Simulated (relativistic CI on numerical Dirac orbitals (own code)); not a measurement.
**Electric-dipole lines of La16+**

Calculated at this level of theory: Dirac-Coulomb-Breit CI, orbitals from a KLI potential per configuration, model QED (radiative potential, 1s self-energy scaled to tabulated hydrogen-like ionisation energies), unscaled Slater integrals (own radial code, finite nucleus).

Configurations in the expansion (outside the closed core [Ar] 3d10): 4s²4p⁶4d⁵, 4s²4p⁵4d⁶, 4s²4p⁶4d⁴4f, 4s²4p⁶4d⁴5p, 4s²4p⁶4d³4f5s, 4p⁶4d⁷, 4p⁵4d⁸, 4s²4p⁶4d³5s², 4s²4p⁶4d²4f5s², 4s²4p⁶4d²5s²5p. Double excitations out of closed p, d and f shells are left out; levels of such configurations are missing from the list, as are those of other unlisted configurations, and high levels can miss mixing partners.

```
λ vac (nm)                  Lower                      Upper   A (s⁻¹)  log gf  S velocity/length
    12.042  4s²4p⁶4d⁵ ²I13/2 [15]    4s²4p⁵4d⁶ ⁴G°11/2 [144]  1.22e+10   -0.50               0.46
    12.136  4s²4p⁶4d⁵ ²I13/2 [15]  4s²4p⁶4d⁴4f ⁴K°11/2 [136]  8.43e+09   -0.65               0.46
    12.368    4s²4p⁶4d⁵ ⁴G5/2 [2]      4s²4p⁵4d⁶ ⁴P°3/2 [73]  9.75e+09   -1.05               0.42
    12.394    4s²4p⁶4d⁵ ⁴G9/2 [7]      4s²4p⁵4d⁶ ⁴G°7/2 [88]  1.30e+10   -0.62               0.43
    12.437  4s²4p⁶4d⁵ ²I11/2 [11]    4s²4p⁵4d⁶ ²I°11/2 [108]  1.34e+10   -0.43               0.40
    12.469   4s²4p⁶4d⁵ ⁴G11/2 [4]      4s²4p⁵4d⁶ ⁴G°9/2 [80]  1.34e+10   -0.51               0.43
    12.498   4s²4p⁶4d⁵ ⁴G11/2 [4]     4s²4p⁵4d⁶ ⁴G°11/2 [79]  1.22e+10   -0.46               0.42
    12.569    4s²4p⁶4d⁵ ⁴G5/2 [2]      4s²4p⁵4d⁶ ⁴D°5/2 [64]  7.34e+09   -0.98               0.41
    12.644  4s²4p⁶4d⁵ ²I13/2 [15]    4s²4p⁵4d⁶ ²I°13/2 [101]  1.42e+10   -0.32               0.41
    12.658    4s²4p⁶4d⁵ ⁶S5/2 [1]      4s²4p⁵4d⁶ ⁶P°3/2 [44]  1.71e+10   -0.78               0.43
    12.659    4s²4p⁶4d⁵ ⁶S5/2 [1]      4s²4p⁵4d⁶ ⁶P°5/2 [43]  1.33e+10   -0.72               0.42
    12.711   4s²4p⁶4d⁵ ⁴G11/2 [4]     4s²4p⁵4d⁶ ⁴H°13/2 [67]  3.14e+09   -0.97               0.30
    12.745    4s²4p⁶4d⁵ ⁴G5/2 [2]      4s²4p⁵4d⁶ ⁴D°5/2 [56]  7.24e+09   -0.98               0.41
    12.792    4s²4p⁶4d⁵ ⁴G7/2 [3]      4s²4p⁵4d⁶ ⁴G°7/2 [63]  8.10e+09   -0.80               0.44
    12.812    4s²4p⁶4d⁵ ⁶S5/2 [1]      4s²4p⁵4d⁶ ⁶D°7/2 [39]  5.50e+09   -0.97               0.41
    12.927    4s²4p⁶4d⁵ ⁴G9/2 [7]      4s²4p⁵4d⁶ ⁴G°9/2 [62]  4.90e+09   -0.91               0.44
    12.960    4s²4p⁶4d⁵ ⁴G5/2 [6]      4s²4p⁵4d⁶ ⁴F°5/2 [59]  8.39e+09   -0.90               0.45
    12.978    4s²4p⁶4d⁵ ⁴G5/2 [2]      4s²4p⁵4d⁶ ⁶F°7/2 [51]  3.65e+09   -1.13               0.42
    13.003    4s²4p⁶4d⁵ ⁴G9/2 [7]     4s²4p⁵4d⁶ ⁴H°11/2 [58]  3.85e+09   -0.93               0.41
    13.061    4s²4p⁶4d⁵ ⁴G7/2 [3]      4s²4p⁵4d⁶ ⁴H°9/2 [54]  3.36e+09   -1.07               0.43
```

Terms are leading LS components. Brackets give the number of a level in order of energy, since labels repeat. The list gives strong lines, with weight on those to low levels, among the lowest 200 of 1356 levels, so that lines to higher ones, which can be the strongest, are missing. Levels whose partners in the same complex of configurations lie outside the list can be far off, and so can their lines. Rates are taken at the computed energies, electric ones in the length gauge. A velocity-to-length ratio far from 1 marks an uncertain rate.

At this charge energies of transitions that change n are usually good to better than 1 %, and those within a shell (Δn = 0) to a few per cent. Terms inside the open d or f shell come out 10 to 20 % too wide with unscaled integrals.

LS names give the leading component of a level, which can be under half, so a name can repeat, a term be missing and a line seem to break the LS rules.
